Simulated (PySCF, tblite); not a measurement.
Species: C6H12NP.
Geometry (GFN2-xTB, Å), atoms numbered from 1 in this order:
```xyz
20
C6H12NP angstrom
C      2.6334    0.8118   -0.7870
C      1.9925   -0.5554   -0.5975
C      1.2642   -0.6634    0.7393
P     -0.0733    0.6184    0.9506
C     -1.3549   -0.1212   -0.1901
C     -2.7318    0.4916    0.0867
C     -3.7102   -0.0549   -0.8172
N     -4.4622   -0.5122   -1.5468
H      1.8726    1.5906   -0.7422
H      3.3637    1.0039   -0.0042
H      3.1332    0.8705   -1.7506
H      1.2917   -0.7444   -1.4143
H      2.7617   -1.3308   -0.6415
H      0.8296   -1.6607    0.8578
H      1.9742   -0.5025    1.5562
H     -0.5967    0.0215    2.1095
H     -1.0606    0.0995   -1.2207
H     -1.3897   -1.2081   -0.0714
H     -3.0458    0.2789    1.1137
H     -2.6967    1.5775   -0.0431
```

Method used: PBE0/pcSseg-1 in PySCF (dipole) on a GFN2-xTB geometry, gas phase.

Masses are those of the commonest isotopes; rigid-rotor values at the optimised geometry. The values belong to one conformer with, in the numbering `[CH3:1][CH2:2][CH2:3][PH:4][CH2:5][CH2:6][C:7]#[N:8]`, C1–C2–C3–P4 58°, C2–C3–P4–C5 75°, C3–P4–C5–C6 163°, P4–C5–C6–C7 179°.

What are A, B and C (MHz)?

Ia = 139.02, Ib = 769.25, Ic = 823.55 u·Å²; 505379 MHz·u·Å²/I gives A = 3635, B = 657.0, C = 613.7 MHz.

What kind of rotor is it?

A near-prolate asymmetric top; Ray's κ = -0.971.

What does the inertial defect say?

Not planar: Δ = Ic − Ia − Ib = -84.72 u·Å². For a rigid frame Δ = −2 Σ m c², so Σ m c² = 42.36 u·Å² lies off the ab plane: 15.73 from hydrogen and 26.63 from heavier atoms. The atom farthest from that plane is 1.95 Å away.

Give the other two planar moments, Paa and Pbb, and the rms extents of the mass along the axes.

Paa = Σ m a² = (Ib + Ic − Ia)/2 = 726.89 and Pbb = Σ m b² = (Ia + Ic − Ib)/2 = 96.66 u·Å². With the mass M = 129.07 u, the rms extents √(P/M) along a, b and c are 2.37, 0.87, 0.57 Å.

Which types of transition are allowed, and where do some lines up to J = 3 fall?

The dipole components are |μa| = 3.49 D, |μb| = 1.52 D, |μc| = 0.51 D. The squared components, which scale the intensities, stand as 1.00 : 0.19 : 0.02 (a : b : c). Some lines, for components of 0.1 D or more:

```tsv
type	branch	J(Ka,Kc)	MHz	lower level (cm⁻¹)
b	R	3(0,3) ← 2(1,2)	875	0.225
a	R	2(1,2) ← 1(1,1)	2498	0.142
a	R	2(1,1) ← 1(1,0)	2585	0.143
c	Q	3(1,3) ← 3(0,3)	2872	0.254
c	Q	2(1,2) ← 2(0,2)	2935	0.127
b	Q	1(1,0) ← 1(0,1)	3022	0.042
b	Q	3(1,2) ← 3(0,3)	3132	0.254
a	R	3(0,3) ← 2(0,2)	3810	0.127
a	R	3(2,1) ← 2(2,0)	3814	0.527
b	R	2(1,2) ← 1(0,1)	5476	0.042
c	R	2(1,1) ← 1(0,1)	5606	0.042
b	R	3(1,3) ← 2(0,2)	6682	0.127
b	Q	3(2,1) ← 3(1,2)	8872	0.359
b	Q	2(2,0) ← 2(1,1)	8935	0.229
b	Q	2(2,1) ← 2(1,2)	9065	0.225
b	Q	3(2,2) ← 3(1,3)	9130	0.350
c	R	2(2,0) ← 1(1,0)	11520	0.143
b	R	3(2,2) ← 2(1,1)	12747	0.229
c	R	3(2,1) ← 2(1,1)	12749	0.229
c	R	3(2,2) ← 2(1,2)	12877	0.225
b	R	3(2,1) ← 2(1,2)	12879	0.225
c	Q	3(3,1) ← 3(2,1)	14998	0.655
b	Q	3(3,1) ← 3(2,2)	15000	0.655
c	R	3(3,0) ← 2(2,0)	18811	0.527
b	R	3(3,0) ← 2(2,1)	18812	0.527
```

Estimate the classical rotational partition function at 10 K, 25 K and 200 K.

Point group C1, symmetry number σ = 1; q = (√π/σ)·√((kT/h)³/(ABC)), k/h = 20836.6 MHz/K: 4400 at 10 K, 17400 at 25 K, 394000 at 200 K.

Its GFN2-xTB frequencies are all real (lowest 31 cm⁻¹). These are rigid-rotor constants of the computed structure; measured ground-state constants (B0) also hold zero-point vibration. A rigid rotor knows nothing of internal rotation, which can split or shift real lines. Quadrupole hyperfine structure (14N) is left out.
